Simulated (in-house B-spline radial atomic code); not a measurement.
## Ionising neutral iridium with different functionals

Computed with a B-spline radial code for spherical atoms: scalar-relativistic (spin-free X2C) Hamiltonian, Fermi nucleus of rms radius 5.4032 fm, spin-polarised at highest spin, spherical fractional occupations for the functionals, and exact exchange of hybrids averaged over the configuration. The ionisation energy is the difference of two self-consistent energies, [Xe] 4f14 5d7 6s2 → [Xe] 4f14 5d7 6s1, without Breit or QED terms; ε is the level of the shell that loses the electron (its least bound occupied spin orbital). There is no spin-orbit coupling in this Hamiltonian.

```tsv
method	rung	ΔSCF (eV)	-ε(6s) (eV)
PBE0	global hybrid	8.70	6.41
B3LYP	global hybrid	9.09	6.46
TPSSh	global hybrid	8.70	5.98
M06-2X	global hybrid	?	?
BHandHLYP	global hybrid	8.60	7.04
r2SCAN0	global hybrid	8.64	6.60
B97-1	global hybrid	8.98	6.29
HSE06	range-separated hybrid	8.79	6.10
wB97X	range-separated hybrid	9.06	8.53
CAM-B3LYP	range-separated hybrid	8.93	7.65
LC-wPBE	range-separated hybrid	?	?
```

What does LC-wPBE give?

ΔSCF 8.45 eV, and -ε(6s) = 8.54 eV.

What does M06-2X give?

ΔSCF 8.28 eV, and -ε(6s) = 6.28 eV.

Among the functionals, which spreads more, the ΔSCF values or the orbital energies?

The orbital energies: ΔSCF values span about 0.80 eV and the orbital energies 2.56 eV.

How do they compare with the NIST value?

NIST lists 8.967 eV (measured, ground level to ground level). Errors run from -0.69 to +0.12 eV; B97-1 is closest (+0.01 eV), but part of that can be cancellation, since the calculations leave out spin-orbit coupling, Breit-QED terms, multiplet and fine-structure energies.
